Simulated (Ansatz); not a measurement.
ZrBrF3, relaxed as a singlet with RKS PBE0-D4/def2-SVP in Ansatz, starting from the GFN2-xTB geometry. Force threshold 0.02 eV/Å.

In the def2 sets Zr takes a core potential; there is no spin–orbit coupling.

Start:

```csv
atom,x (Å),y (Å),z (Å)
Zr1,0.112,0.170,-0.091
Br2,-1.117,-1.706,0.914
F3,1.685,-0.583,-0.670
F4,0.310,1.367,1.291
F5,-0.990,0.752,-1.443
```

Problem. Estimate the energy that the relaxation releases and the steps that it takes.

Solution. 5.5 kcal/mol, in 4 steps; 9 s on 4 threads of Arm Neoverse V2 on a shared host. No frequencies were taken in this run, so the end may be a saddle point.

Problem. Does the start keep its bonding and symmetry?

Solution. By distances, no bond broke or formed. The bond that changes most is Zr1–F3, from 1.84 to 1.89 Å (atoms count from 1). Point group C3v at the start, C3v at the end, both within 0.05 Å.

Problem. Predict the relaxed structure.

Solution. 
```tsv
atom	x (Å)	y (Å)	z (Å)
Zr1	0.0564	0.0861	-0.0461
Br2	-1.1907	-1.8196	0.9745
F3	1.7222	-0.5126	-0.7034
F4	0.3528	1.4286	1.2482
F5	-0.9406	0.8174	-1.4732
```
Bond lengths: 3 × F–Zr 1.89 Å; 1 × Br–Zr 2.50 Å.
